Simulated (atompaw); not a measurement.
**An all-electron radial function and its pseudo partner (bromine (Br))**

Columns: radius, all-electron u(r) and pseudo u(r) of the 4p shell (level -10.14 eV) of bromine in the configuration [Ar] 3d10 4s2 4p4.75; PBE, scalar-relativistic, PAW (atompaw) scheme, atompaw 4.2.0.5.

| r (bohr) | all-electron | pseudo |
| --- | --- | --- |
| 0.069 | 0.1860 | 0.0047 |
| 0.138 | 0.1662 | 0.0186 |
| 0.208 | -0.0212 | 0.0418 |
| 0.277 | -0.2034 | 0.0727 |
| 0.346 | -0.3135 | 0.1109 |
| 0.415 | -0.3436 | 0.1550 |
| 0.485 | -0.3090 | 0.2046 |
| 0.554 | -0.2319 | 0.2569 |
| 0.623 | -0.1303 | 0.3112 |
| 0.692 | -0.0180 | 0.3660 |
| 0.762 | 0.0974 | 0.4208 |
| 0.831 | 0.2064 | 0.4728 |
| 0.900 | 0.3069 | 0.5219 |
| 0.969 | 0.3971 | 0.5672 |
| 1.038 | 0.4761 | 0.6080 |
| 1.108 | 0.5449 | 0.6445 |
| 1.177 | 0.6016 | 0.6752 |
| 1.246 | 0.6484 | 0.7009 |
| 1.315 | 0.6855 | 0.7216 |
| 1.385 | 0.7145 | 0.7376 |
| 1.454 | 0.7351 | 0.7490 |
| 1.523 | 0.7488 | 0.7563 |
| 1.592 | 0.7565 | 0.7598 |
| 1.662 | 0.7587 | 0.7598 |
| 1.731 | 0.7563 | 0.7564 |
| 1.800 | 0.7499 | 0.7499 |

Problem. How many radial nodes do the two functions have?

Solution. The all-electron 4p function has n − l − 1 = 2; the pseudo-wave has 0, since the states of the same l below it are removed with the core.

Problem. Is the pseudo-wave norm-conserving?

Solution. No, it belongs to a PAW set: the norm inside the radius is not constrained, and the difference is carried by the augmentation charge.
